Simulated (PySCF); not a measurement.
# How the method changes the constants of CuF⁺

State: ²Σ⁺ (doublet), unpaired electrons σ ↑. Set-up: PySCF, no relativity, basis sets Cu def2-TZVPPD, F def2-TZVPPD. De refers to Cu⁺ (3d10) + F in their high-spin ground configurations, without counterpoise correction. The functionals are run spin-unrestricted. A positive dipole points towards F; it is taken about the centre of mass and depends on that origin.

| Level | Re (Å) | ωe (cm⁻¹) | De (eV) | μ (D) |
| --- | --- | --- | --- | --- |
| PBE | 1.711 | 647 | 1.97 | -4.26 |
| revPBE | 1.723 | 624 | 1.74 | -4.31 |
| PW91 | 1.709 | 649 | 1.99 | -4.27 |
| r²SCAN | 1.689 | 696 | 1.98 | -4.57 |
| PBE0 | 1.684 | 708 | 1.45 | -4.83 |
| r²SCAN0 | 1.671 | 751 | 1.49 | -5.12 |
| M06 | 1.693 | 665 | 1.24 | -4.69 |
| BHandHLYP | 1.670 | 788 | 1.07 | -5.66 |
| LC-ωPBE | 1.681 | 718 | 1.40 | -4.74 |

(1) What does the step from GGA to meta-GGA do here, going from PBE to r²SCAN?

(2) What does a quarter of exact exchange do here, going from r²SCAN to r²SCAN0?

For an ion De counts to the pair picked by the measured ionisation energies or electron affinities, which need not be the lowest pair at this level. With d or f electrons several states lie close, and the lowest PBE0 determinant need not be the measured ground state.

The whole job (state search and all levels along the bond) took about 4.5 min on 2 threads of Arm Neoverse V2 (shared host), peak memory 4.4 GiB.

## Answers

(1) r²SCAN less PBE: -2.2 pm in Re, +7.6 % in ωe, +0.01 eV in De. 

(2) r²SCAN0 less r²SCAN: -1.8 pm in Re, +7.9 % in ωe, -0.49 eV in De. Exact exchange removes part of the self-interaction that spreads semilocal densities, and in most molecules shortens and stiffens the bond and lowers De; so it does here.
